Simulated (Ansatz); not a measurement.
Mulliken charges of CH$_{6}$N$_{2}$Si, SMILES `C=N[SiH2]N` from r2SCAN/def2-TZVPP in Ansatz (PBE0-D4/def2-TZVP geometry).

```
atom   x (Å)   y (Å)   z (Å)  charge (e)
  C1  -1.767   0.839  -0.369       0.025
  N2  -0.771   0.211  -0.809      -0.324
 Si3   0.312  -0.704   0.218       0.517
  N4   1.948  -0.229   0.102      -0.441
  H5  -2.421   1.398  -1.050       0.065
  H6  -2.052   0.879   0.696       0.052
  H7  -0.100  -0.544   1.644      -0.112
  H8   0.201  -2.111  -0.236      -0.093
  H9   2.470  -0.408  -0.741       0.158
 H10   2.261   0.617   0.548       0.155
```

**Question.** By hand: the dipole of these point charges (1 e Å = 4.8032 D).

**Answer.** Σ q r = (-0.023, 0.115, 0.094) e Å, of length 0.150 e Å = 0.72 D.

**Question.** How does the dipole of the full density compare? (Estimate.)

**Answer.** The calculation gave: (0.036, 0.262, 0.086) e Å, 1.34 D; the point charges give 0.54 times that, at 27° from its direction.

Point charges leave out the atoms' own dipoles, such as those of lone pairs, and Mulliken's split depends on the basis, so the two needn't agree.
